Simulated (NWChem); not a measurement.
Molecule: C$_{2}$H$_{5}$AlFN; SMILES C=[CH][Al]([NH2])[F]

```xyz
10

Al     0.0521    -0.4705     0.0000
F      1.0904    -1.7771     0.0000
C      0.7679     1.3288     0.0000
C     -0.0069     2.4243     0.0000
H      1.8542     1.4971     0.0000
H      0.4061     3.4414     0.0000
H     -1.1030     2.3700     0.0000
N     -1.6753    -0.8291     0.0000
H     -2.0627    -1.7659     0.0000
H     -2.4240    -0.1466     0.0000
```
Atoms are numbered in this order, from 1.

Computed with NWChem. Coordinates come from a PBE0/def2-SVP optimisation. Level M06-2X/def2-SVP: energy and gradient on several grids; changes count from the extra-fine grid, which is no exact limit either.

```json
[
 {"grid": "xcoarse", "size of the energy change (μHa)": "6000", "largest change of a gradient component (μHa/bohr)": "4000", "time, medium = 1 (rough)": "about 1"},
 {"grid": "coarse", "size of the energy change (μHa)": "100", "largest change of a gradient component (μHa/bohr)": "600", "time, medium = 1 (rough)": "about 1"},
 {"grid": "medium", "size of the energy change (μHa)": "70", "largest change of a gradient component (μHa/bohr)": "300", "time, medium = 1 (rough)": "about 1"},
 {"grid": "fine", "size of the energy change (μHa)": "< 10", "largest change of a gradient component (μHa/bohr)": "50", "time, medium = 1 (rough)": "about 1"},
 {"grid": "xfine", "size of the energy change (μHa)": "< 10", "largest change of a gradient component (μHa/bohr)": "< 30", "time, medium = 1 (rough)": "2"}
]
```
